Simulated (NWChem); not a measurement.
System: C$_{3}$H$_{8}$As, doublet; SMILES C[C](C)[AsH2]

Here is an NWChem input.

```
start job
memory heap 200 mb stack 900 mb global 1100 mb
geometry units angstroms noautoz
  C     -0.059400    -1.641697     1.280713
  C      0.109720    -0.897090     0.000000
  C     -0.059400    -1.641697    -1.280713
  As    -0.036922     1.025051     0.000000
  H     -1.110553    -1.955773     1.445433
  H      0.539736    -2.570127     1.273154
  H      0.244461    -1.054582     2.160920
  H      0.539736    -2.570127    -1.273154
  H     -1.110553    -1.955773    -1.445433
  H      0.244461    -1.054582    -2.160920
  H      0.977186     1.276118    -1.113674
  H      0.977186     1.276118     1.113674
end
basis spherical
  * library def2-svpd
end
dft
  odft
  mult 2
  xc xcamb88 1.00 lyp 0.81 vwn_5 0.19 hfexch 1.00
  cam 0.33 cam_alpha 0.19 cam_beta 0.46
  iterations 150
  mulliken
end
task dft gradient
```

Output (shortened):

```
             Northwest Computational Chemistry Package (NWChem) 7.3.0
             --------------------------------------------------------

 CS  symmetry detected

                             Geometry "geometry" -> ""
                             -------------------------

 Output coordinates in angstroms (scale by  1.889725989 to convert to a.u.)

  No.       Tag          Charge          X              Y              Z
 ---- ---------------- ---------- -------------- -------------- --------------
    1 C                    6.0000    -0.03941444     1.64460420     1.28071300
    2 C                    6.0000     0.12042180     0.89794930     0.00000000
    3 C                    6.0000    -0.03941444     1.64460420    -1.28071300
    4 As                  33.0000    -0.05014025    -1.02221697     0.00000000
    5 H                    1.0000    -1.08657560     1.97174312     1.44543300
    6 H                    1.0000     0.57123444     2.56550276     1.27315400
    7 H                    1.0000     0.25711319     1.05375151     2.16092000
    8 H                    1.0000     0.57123444     2.56550276    -1.27315400
    9 H                    1.0000    -1.08657560     1.97174312    -1.44543300
   10 H                    1.0000     0.25711319     1.05375151    -2.16092000
   11 H                    1.0000     0.96076327    -1.28589055    -1.11367400
   12 H                    1.0000     0.96076327    -1.28589055     1.11367400

 Effective nuclear repulsion energy (a.u.)     255.2349477086

      Symmetry information
      --------------------

 Group name             Cs
 Group number              2
 Group order               2
 No. of unique centers     7

                                 NWChem DFT Module
                                 -----------------

 Summary of "ao basis" -> "ao basis" (spherical)
 ------------------------------------------------------------------------------
       Tag                 Description            Shells   Functions and Types
 ---------------- ------------------------------  ------  ---------------------
 C                         def2-svpd                 8       20   4s2p2d
 As                        def2-svpd                14       38   6s4p4d
 H                         def2-svpd                 4        8   2s2p

      Symmetry analysis of basis
      --------------------------

        a'         92
        a"         70

            General Information
            -------------------
          SCF calculation type: DFT
          Wavefunction type:  spin polarized.
          No. of atoms     :    12
          No. of electrons :    59
           Alpha electrons :    30
            Beta electrons :    29
          Charge           :     0
          Spin multiplicity:     2
          Use of symmetry is: on ; symmetry adaption is: on
          Maximum number of iterations: 150
          AO basis - number of functions:   162
                     number of shells:    70
          Convergence on energy requested:  1.00D-06
          Convergence on density requested:  1.00D-05
          Convergence on gradient requested:  5.00D-04

              XC Information
              --------------
                     Hartree-Fock (Exact) Exchange  1.000
                   CAM-Becke88 Exchange Functional  1.000
                      VWN V Correlation Functional  0.190 local
              Lee-Yang-Parr Correlation Functional  0.810

           Range-Separation Parameters
           ---------------------------
           Alpha           :  0.19
           Beta            :  0.46
           Gamma           :  0.33
           Short-Range HF  :     F

             Grid Information
             ----------------
          Grid used for XC integration:  medium
          Radial quadrature: Mura-Knowles
          Angular quadrature: Lebedev.
          Tag              B.-S. Rad. Rad. Pts. Rad. Cut. Ang. Pts.
          ---              ---------- --------- --------- ---------
          C                   0.70       49          11.0       434
          As                  1.15      112          11.0       590
          H                   0.35       45          12.0       434
          Grid pruning is: on
          Number of quadrature shells:   390
          Spatial weights used:  Erf1

      Superposition of Atomic Density Guess
      -------------------------------------

 Sum of atomic energies:       -2350.72922039

      Non-variational initial energy
      ------------------------------

 Total energy =   -2353.049220
 1-e energy   =   -3777.076252
 2-e energy   =    1168.792084
 HOMO         =      -0.107871
 LUMO         =       0.048091

   Symmetry analysis of molecular orbitals - initial alpha
   -------------------------------------------------------

  Numbering of irreducible representations:

     1 a'          2 a"

  Orbital symmetries:

[...]

                         DFT ENERGY GRADIENTS

    atom               coordinates                        gradient
                 x          y          z           x          y          z
   1 C      -0.074482   3.107851   2.420197   -0.000113  -0.002092  -0.002882
   2 C       0.227564   1.696878   0.000000    0.000468   0.001563   0.000000
   3 C      -0.074482   3.107851  -2.420197   -0.000113  -0.002092   0.002882
   4 As     -0.094751  -1.931710   0.000000   -0.002114   0.000541   0.000000
   5 H      -2.053330   3.726054   2.731472   -0.001274   0.000499   0.000505
   6 H       1.079477   4.848097   2.405912    0.000867   0.001294   0.000167
   7 H       0.485873   1.991302   4.083547    0.000436  -0.000652   0.001573
   8 H       1.079477   4.848097  -2.405912    0.000867   0.001294  -0.000167
   9 H      -2.053330   3.726054  -2.731472   -0.001274   0.000499  -0.000505
  10 H       0.485873   1.991302  -4.083547    0.000436  -0.000652  -0.001573
  11 H       1.815579  -2.429981  -2.104539    0.000908  -0.000101  -0.000784
  12 H       1.815579  -2.429981   2.104539    0.000908  -0.000101   0.000784
```

Level: CAM-B3LYP/def2-SVPD, spin-unrestricted. In the optimisation the excess spin sits in a' (Cs, its own frame). The geometry was optimised at PBE0/def2-SVP, spin-unrestricted. No frequency run checked for a minimum. No stability test was run on the SCF state.
